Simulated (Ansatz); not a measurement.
Species: sum formula TiH₃I, net charge 0, singlet state. 
Coordinates optimised at B3LYP-D3(BJ)/def2-TZVP (Ansatz, a program for electronic structure):
SMILES: [TiH3][I]
```xyz
5

Ti     1.4156    -0.3094     0.9068
I     -0.6939     0.1517    -0.4445
H      2.7483     0.3517     0.1056
H      1.2655     0.3952     2.4353
H      1.6217    -1.9786     1.0692
```
Charge 0, spin multiplicity 1.

Wanted: atomisation energy (electronic, to ground-state atoms), in eV. Correlated levels leave the core frozen unless marked. Open shells are spin-unrestricted. No spin-orbit coupling. The frozen core is the preceding noble-gas configuration, with the filled d and f shells of earlier blocks. Past Kr the def2 sets carry scalar-relativistic core potentials. STO-3G rows are all-electron and non-relativistic. The coupled-cluster limit lacks core correlation, which all-electron functionals hold. CBS marks a two-point X^-3 extrapolation of the correlation energy; Hartree-Fock from the larger set. [CCSD(T)-MP2]/basis is that difference in the basis named.

The T1 diagnostic of CCSD in the largest basis is 0.033, which is high, so the coupled-cluster rows are less sure than usual.

```tsv
level	program	atomisation energy (eV)
BLYP/def2-TZVPD	Ansatz	11.81
r2SCAN-D3(BJ)/def2-TZVPD	Ansatz + dftd3	11.86
B3LYP-D3(BJ)/def2-TZVPD	Ansatz + dftd3	?
r2SCANh/def2-TZVPD	Ansatz	11.49
CAM-B3LYP-D4/def2-TZVPD	Ansatz + dftd4	11.07
LC-wPBE-D3(BJ)/def2-TZVPD	Ansatz + dftd3	10.89
B2GP-PLYP-D4/def2-TZVPD	Ansatz + dftd4	?
B2PLYP-D3(BJ)/def2-TZVPD	Ansatz + dftd3	10.91
B2PLYP-D4/def2-TZVPD	Ansatz + dftd4	10.86
RPA@PBE/def2-TZVPP	Ansatz	?
CCSD/STO-3G	Ansatz	17.87
CCSD/def2-SVP	Ansatz	?
RI-MP2/CBS(def2-TZVPPD,def2-QZVPPD)+[CCSD(T)-MP2]/def2-TZVPPD	Ansatz	10.89
```

Q: What belongs in the gaps?

A: 
- B3LYP-D3(BJ)/def2-TZVPD, atomisation energy (eV): 11.45
- B2GP-PLYP-D4/def2-TZVPD, atomisation energy (eV): 10.54
- RPA@PBE/def2-TZVPP, atomisation energy (eV): 10.53
- CCSD/def2-SVP, atomisation energy (eV): 9.32
